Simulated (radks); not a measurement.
Values are calculated unless marked as measured or tabulated.
Species: Zn9+. Configuration: [Ne] 3s2 3p4 3d5 (not the ground configuration). Code: a radial shooting solver on a logarithmic mesh with Libxc functionals. Model: scalar-relativistic Kohn-Sham, LDA (Slater exchange, VWN5 correlation), spin-polarised, spherical densities, point nucleus; open shells are filled with parallel spins first.

Normalised radial functions P(r) = r R(r), r in bohr:

r,3p up
0.004009,0.0058
0.005138,0.0092
0.006637,0.0147
0.008505,0.0231
0.0109,0.0362
0.01397,0.0562
0.0179,0.0861
0.02312,0.1318
0.02963,0.1948
0.03796,0.2805
0.04865,0.3899
0.06234,0.5174
0.08053,0.6491
0.1032,0.7403
0.1322,0.7416
0.1695,0.5923
0.2189,0.2388
0.2805,-0.2725
0.3595,-0.8326
0.4606,-1.2530
0.5903,-1.3662
0.7625,-1.1322
0.9771,-0.7163
1.252,-0.3312
1.605,-0.1044
2.056,-0.0204
2.656,-0.0020
3.404,-0.0001
4.362,0.0000

3p up: eigenvalue -299.35 eV, 1 radial node at r = 0.248 bohr, <r> = 0.638 bohr, 90 % of the charge inside 0.960 bohr.
